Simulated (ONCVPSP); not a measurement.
## Configuration tests for Gd (ONCV)

* Element: gadolinium (Gd)
* Generator: ONCVPSP 4.0.1
* Type: optimised norm-conserving Vanderbilt (ONCV)
* Functional: LDA (Perdew-Wang 92)
* Relativity: scalar-relativistic
* Frozen core: [Kr] 4d10
* Valence charge: 18
* Reference configuration: 4f6 5s2 5p6 5d2 6s2
* Partial waves: 5s+6s: rc 2.20 bohr, ncon 5, nbas 8, qcut 5.7 1/bohr, 2 projectors; 5p: rc 1.50 bohr, ncon 4, nbas 7, qcut 5.1 1/bohr, 1 projector; 5d: rc 3.00 bohr, ncon 5, nbas 10, qcut 5 1/bohr, 2 projectors, debl 3.1 Ha; 4f: rc 0.80 bohr, ncon 4, nbas 8, qcut 23.4 1/bohr, 2 projectors, debl 2.9 Ha
* Local potential: polynomial inside 0.75 bohr (lpopt 5, dvloc0 1 Ha)
* Core correction: Teter function, fcfact 2, rcfact 1.1

Energies are relative to the spin-unpolarised reference configuration 4f6 5s2 5p6 5d2 6s2; without spin polarisation the order of configurations can differ from experiment.

Task: Give the all-electron excitation energy and the error of the potential for: 4f7 5s2 5p6 5d1 6s2; 4f7 5s2 5p6 5d1 6s1; 4f7 5s2 5p6 5d1 6s0; 4f7 5s2 5p6 5d2 6s1.

Result:

```tsv
valence configuration	charge	ΔE all-electron (eV)	error AE − PS (meV)
4f7 5s2 5p6 5d1 6s2	0	-8.972	-327
4f7 5s2 5p6 5d1 6s1	+1	-2.122	-305
4f7 5s2 5p6 5d1 6s0	+2	10.248	-278
4f7 5s2 5p6 5d2 6s1	0	-7.200	-246
```

Note: ghosts flagged at negative energy: s at -502.6 eV, p at -234.1 eV; GHOST(+) flagged for d at 201.9 eV. A true bound ghost makes a file unfit for plane-wave use.
